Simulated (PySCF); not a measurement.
**Yb+: interval between two levels**

Yb+ [Xe] 4f14 6s1 [2S1/2, M_J = 1/2] → Yb+ [Xe] 4f13 5d1 6s1 [4H13/2, M_J = 13/2], as a difference of total energies. All numbers are calculated (PySCF 2.14, the two-component X2C-1e Hamiltonian, in x2c-TZVPall-2c with one added diffuse shell each of s, p, d, f type (12s12p11d5f1g, 147 functions)). Correlated levels: [Ar] 3d10 frozen; the 18 highest virtual spinors dropped. "Screened" scales the spin-orbit matrix elements by Boettger's factors to mimic the two-electron term; Breit and QED terms are absent.

```
                    method  interval between two levels (cm⁻¹)
 GHF (screened spin-orbit)                              255.64
GMP2 (screened spin-orbit)                               43742
```

The labels give the starting determinants; with spin-orbit coupling the two ends relaxed to ⟨J²⟩ = 0.75, ⟨L²⟩ = 0.11, ⟨S²⟩ = 0.86 and ⟨J²⟩ = 48.76, ⟨L²⟩ = 30.11, ⟨S²⟩ = 3.86.
